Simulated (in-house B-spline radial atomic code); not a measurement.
Configurations of K⁶⁺, with energies counted from [Ne] 3s2 3p1. All numbers are computed (scalar-relativistic (X2C) B97-1, spin-polarised, spherical fractional occupations, exact exchange averaged over the configuration; Fermi nucleus of rms radius 3.4349 fm) with a B-spline radial code for spherical atoms, not measured. Shells without spins written out take the highest spin.

Occupations are held fixed; configurations that lie above the ionisation limit could autoionise.

| configuration | E - E(ref) (eV) | highest orbital | its <r> (bohr) |
| --- | --- | --- | --- |
| [Ne] 3s1 3p2 | 14.298 | 3p up | 1.147 |
| [Ne] 3s2 4p1 | 60.757 | 4p up | 2.421 |
| [Ne] 3s2 4d1 | 69.925 | 4d up | 2.598 |
| [He] 2s2 2p5 3s2 3p2 | 293.24 | 3p up | 1.098 |
| [He] 2s2 2p5 3s2 3p1 4f1 | 375.07 | 4f up | 2.362 |

Problem. Order these further configurations by energy, lowest first.
A. [He] 2s2 2p5 3s2 3p1 3d1
B. [Ne] 3s1 3p1 4d1
C. [Ne] 3s1 3p1 4f1
D. [Ne] 3s1 3p1 4s1
E. [Ne] 3s2 3d1

Solution. E (27.907 eV), D (70.102 eV), B (86.029 eV), C (90.416 eV), A (321.83 eV).

Problem. How far above the reference does [Ne] 3s1 3p1 3d1 lie?

Solution. 42.293 eV; its least bound orbital is 3d up with <r> = 1.183 bohr.
